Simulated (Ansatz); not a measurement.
Job for Ansatz (an electronic-structure program): R-BLYP/def2-TZVPP on 1,1-difluoroethane (SMILES CC(F)F), a point of a torsion scan.

Ansatz 0.2 input:
```yaml
crystal:
  periodic: [false, false, false]
  atoms:
    - {symbol: C, position_ang: [-0.79238220, -0.12528936, -0.00435305]}
    - {symbol: C, position_ang: [0.71844216, 0.05135766, 0.04209684]}
    - {symbol: F, position_ang: [1.18633234, 0.57241136, -1.12038596]}
    - {symbol: F, position_ang: [1.07844944, 0.93237212, 1.00975793]}
    - {symbol: H, position_ang: [-1.16405686, 0.20932315, -0.96942872]}
    - {symbol: H, position_ang: [-1.06882740, -1.16399941, 0.14348765]}
    - {symbol: H, position_ang: [-1.24939546, 0.48074336, 0.77362808]}
    - {symbol: H, position_ang: [1.27742052, -0.87856885, 0.22782202]}
basis:
  gaussian:
    orbitals: def2-TZVPP
hamiltonian:
  xc: {name: BLYP}
scf: {lower_state_search: off}
```

Q: What total energy does the run end on?

A: -278.3697 hartree.
